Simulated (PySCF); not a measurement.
Electronic structure of Sc (scandium, neutral) at the UHF level

Configuration: [Ar] 3d1 4s2, 2D determinant. Calculation: PySCF 2.14, in cc-pVTZ; no relativity, point nucleus.

| Item | Value |
| --- | --- |
| Total energy | -759.739638 hartree |
| One-electron energy | -1040.1754 hartree |
| Hartree (Coulomb) energy | 318.4913 hartree |
| Exchange energy | -38.0556 hartree |
| Kinetic energy | 759.77412 hartree |
| ⟨S²⟩ | 0.7620 |
| ⟨L²⟩ | 6.054 |
| Sum of ⟨r⟩ | 21.47 bohr |
| Sum of ⟨r²⟩ | 53.10 bohr² |
| Traceless quadrupole moment −½Σ⟨3z² − r²⟩ along its main axis | 0.202 e·bohr² |
| Density at the nucleus (Gaussians lack the cusp) | 6140 bohr⁻³ |
| Spin density at the nucleus | 0.0832 bohr⁻³ |
| Langevin diamagnetic susceptibility | -42.1 ×10⁻⁶ cm³/mol |
| Time after the integrals | 0.81 s of wall time on 1 thread of Neoverse-N1 (shared host) |

```
shell  electrons  mean orbital energy (hartree)  spread (hartree)  rms radius, mean of both spins (bohr)
 1s β          1                     -165.89765                 0                                 0.0852
 1s α          1                     -165.89755                 0                                 0.0852
 2s α          1                      -19.08569                 0                                  0.373
 2s β          1                      -19.07292                 0                                  0.373
 2p α          3                      -15.67325           0.00260                                  0.341
 2p β          3                      -15.66053           0.01794                                  0.341
 3s α          1                       -2.59370                 0                                   1.16
 3s β          1                       -2.53934                 0                                   1.16
 3p α          3                       -1.60817           0.03771                                   1.27
 3p β          3                       -1.53964           0.05389                                   1.27
 3d α          1                       -0.35148                 0                                   1.90
 4s α          1                       -0.21617                 0                                   4.25
 4s β          1                       -0.20457                 0                                   4.25
```
